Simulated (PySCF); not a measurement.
C₇H₁₂BN.
SMILES with atom numbers: `[BH3-:1][n+:2]1[cH:3][cH:4][cH:5][c:6]([CH3:7])[c:8]1[CH3:9]`

Structure used (PBE0-D3(BJ)/def2-SVP), in Å, numbered top down from 1:
```
atom  x, y, z in Å
B1    -1.866   -0.927   -0.177
N2    -0.881    0.328   -0.136
C3    -1.420    1.558   -0.132
C4    -0.644    2.700   -0.096
C5     0.739    2.559   -0.062
C6     1.316    1.290   -0.065
C7     2.808    1.135   -0.029
C8     0.462    0.169   -0.104
C9     0.980   -1.225   -0.113
H10   -1.645   -1.594    0.831
H11   -3.002   -0.477   -0.200
H12   -1.594   -1.570   -1.188
H13   -2.509    1.581   -0.160
H14   -1.120    3.681   -0.094
H15    1.383    3.442   -0.032
H16    3.136    0.567    0.856
H17    3.297    2.117    0.003
H18    3.183    0.602   -0.916
H19    0.625   -1.749   -1.014
H20    2.073   -1.261   -0.070
H21    0.554   -1.786    0.732
```

Definitions: NICS(0) = −σiso at the ring centroid; NICS(1) = −σiso and NICS(1)zz = −σzz at ±1 Å along the ring normal z. Level: GIAO CAM-B3LYP/pcSseg-1 (PySCF, non-relativistic, gas phase) on the PBE0-D3(BJ)/def2-SVP geometry, one conformer.

Ring bond lengths (Å): N2–C3 1.343, C3–C4 1.381, C4–C5 1.391, C5–C6 1.394, C6–C8 1.409, C8–N2 1.353.

Q: What do the NICS probes read (ppm)?

A: 
```
             ring                                               type  NICS(0)  NICS(1), two faces  NICS(1)zz, two faces  rms pucker (Å)  centre to ring atoms, mean (Å)
N2–C3–C4–C5–C6–C8  6-membered ring with N; formal bonds all aromatic     -7.6       -10.7 / -10.7         -25.9 / -25.9            0.00                            1.38
```

Q: What do they say, and how far can they be read as aromaticity?

A: 
- N2–C3–C4–C5–C6–C8: mean NICS(1)zz -25.9 ppm, shielded. The ring is flat and has no four-coordinate atom; by the NICS criterion it is aromatic.

Q: And the bond-length index? HOMA = 1 − mean of α(R − Ropt)² over the ring bonds, with Krygowski's 1993 parameters (CC: Ropt 1.388 Å, α 257.7 Å⁻²; CN: Ropt 1.334 Å, α 93.52 Å⁻²).

A: 
- N2–C3–C4–C5–C6–C8: HOMA 0.97; the largest term is that of C6–C8, α(R − Ropt)² = 0.11. The geometric and the magnetic index point the same way.

Q: Give the inner angles of the rings.

A: 
- N2–C3–C4–C5–C6–C8: N2 120.4°, C3 122.1°, C4 118.4°, C5 120.2°, C6 118.3°, C8 120.5°; sum 720.0° against 720° for a flat convex ring.

Q: How do the values depend on the level or the medium?

A: 
```csv
level,"NICS(0), N2–C3–C4–C5–C6–C8","mean NICS(1)zz, N2–C3–C4–C5–C6–C8"
"CAM-B3LYP/pcSseg-1, gas",-7.6,-25.9
"PBE0/pcSseg-1, gas",-7.5,-25.6
```

The geometry is the same throughout.
